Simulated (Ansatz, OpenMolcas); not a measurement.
## Heat of formation of BNH3F3 (SMILES [NH3+][B-](F)(F)F) from total energies

The species is BNH3F3 (8 atoms), meant as a singlet with charge 0. As SMILES, `[NH3+][B-](F)(F)F`. Geometry: relaxed at PBE0-D4/def2-TZVP.

Total energies at B3LYP/6-31G* (spherical functions) (OpenMolcas 26.06); the atoms run unrestricted:

| species | state | energy (Eh) |
| --- | --- | --- |
| BNH3F3 | singlet | -381.131226 |
| N | quartet | -54.582875 |
| B | doublet | -24.653835 |
| F | doublet | -99.714578 |
| H | doublet | -0.500273 |

Harmonic wavenumbers at PBE0-D4/def2-TZVP, in cm⁻¹: 138, 277, 277, 446, 446, 452, 687, 811, 811, 907, 1267, 1267, 1320, 1649, 1649, 3486, 3605, 3605.

Measured heats of formation of the gaseous atoms at 298.15 K, in kJ/mol: N 472.4, B 570.3, F 79.4, H 218.0. Spin-orbit lowering of the atoms at 298 K (mean of the ground term's levels less their thermal mean, from spectra), in kJ/mol: B 0.00, F 1.29. Take 1 Eh = 2625.50 kJ/mol, 1 cm⁻¹ = 0.0119627 kJ/mol, RT = 2.479 kJ/mol.

Task: What heat of formation follows?

Result: 
1. Electronic atomisation energy: (-54.582875) + (-24.653835) + 3 × (-99.714578) + 3 × (-0.500273) − (-381.131226) = 1.249963 Eh = 3281.8 kJ/mol.
2. Zero-point energy: half the sum of the wavenumbers, 11550 cm⁻¹ = 138.2 kJ/mol.
3. Thermal vibrational enthalpy, Σ hcν̃/(exp(hcν̃/kT) − 1): 7.1 kJ/mol. Translation, rotation and pV of a non-linear molecule: 4 RT = 9.9 kJ/mol.
4. The 8 free atoms carry 5/2 RT each: 49.6 kJ/mol.
5. Spin-orbit coupling lowers the free atoms by 0.00 + 3 × 1.29 = 3.9 kJ/mol.
6. Atomisation enthalpy at 298 K: 3281.8 − 3.9 − 138.2 − 7.1 − 9.9 + 49.6 = 3172.3 kJ/mol.
7. Sum of the atoms' heats of formation: 1934.9 kJ/mol. Heat of formation: 1934.9 − 3172.3 = -1237.4 kJ/mol.

No measured value is set beside it here. Anharmonicity and any spin-orbit splitting of the molecule are left out.
